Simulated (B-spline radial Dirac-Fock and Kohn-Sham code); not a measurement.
**4s photoionisation of Rh⁶⁺ near threshold**

System: Rh⁶⁺, [Kr] 4d3. The computed 4s threshold is 188.5 eV; without correlation, outer thresholds are uncertain by 1 to 2 eV. With an open shell the threshold is an average over the terms of the final ion.

These are calculated numbers from a radial finite-basis atomic code; the model is Dirac-Hartree-Slater photoionisation with all multipoles and Dirac-Fock thresholds. Interchannel coupling and autoionising resonances are not included, so magnitudes near threshold are approximate.

Problem. How do σ and β run from threshold to 400 eV kinetic energy?

Solution. The cross section shows no minimum in this range. It is largest at the lowest energy, 0.194 Mb. β stays at 1.98.

| kinetic energy (eV) | σ (Mb) | β |
| --- | --- | --- |
| 1.5 | 0.194 | 1.98 |
| 2.3 | 0.193 | 1.98 |
| 3.7 | 0.192 | 1.98 |
| 5.7 | 0.190 | 1.98 |
| 9.0 | 0.187 | 1.98 |
| 14.0 | 0.182 | 1.98 |
| 21.9 | 0.175 | 1.98 |
| 34.2 | 0.164 | 1.98 |
| 53.5 | 0.148 | 1.98 |
| 83.7 | 0.127 | 1.99 |
| 130.9 | 0.102 | 1.99 |
| 204.6 | 0.0750 | 1.99 |
| 319.9 | 0.0504 | 1.99 |
